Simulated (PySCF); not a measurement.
Choosing a molecule for a target property.

All species are isolated and taken at one optimised geometry, non-relativistic unless stated. Electronic properties by PySCF.

The conformers computed, where there is a choice (atom-mapped SMILES and torsion angles):
- `[CH2+:1][CH:2][C:3]1([F:4])[CH2:5][O:6][CH2:7]1`: C1–C2–C3–F4 20°
- `[CH3:1][S:2][C:3]1=[CH:4][CH:5][C:6](=[O:7])[O:8]1`: C1–S2–C3–C4 180°
- `[H]/[N:5]=[C:4]([CH2:3][CH:2][CH2+:1])/[CH:6]=[N:7]\[CH3:8]`: C1–C2–C3–C4 106°, C2–C3–C4–N5 121°, C3–C4–C6–N7 179°

(1) Wanted: isotropic g value between 2.0025 and 2.003 (unrestricted B3LYP/pcH-1, mean-field spin–orbit) and smallest rotational constant below 1.6 GHz (GFN2-xTB), at GFN2-xTB geometries. Which candidate meets both?
A. `[CH2+][CH]C1(F)COC1` [radical]
B. `[H]/N=C(/C=N\C)C[CH][CH2+]` [radical]
C. `C#C[C]1CCS1(=O)=O` [radical]
D. `CSC1=C[CH]C(=O)O1` [radical]

Results:

(1) B. Computed values:
```csv
species,isotropic g value,smallest rotational constant
C#C[C]1CCS1(=O)=O [radical],2.00233,1.226 GHz
[H]/N=C(/C=N\C)C[CH][CH2+] [radical],2.00268,1.012 GHz
CSC1=C[CH]C(=O)O1 [radical],2.00423,0.939 GHz
[CH2+][CH]C1(F)COC1 [radical],2.00534,1.907 GHz
```
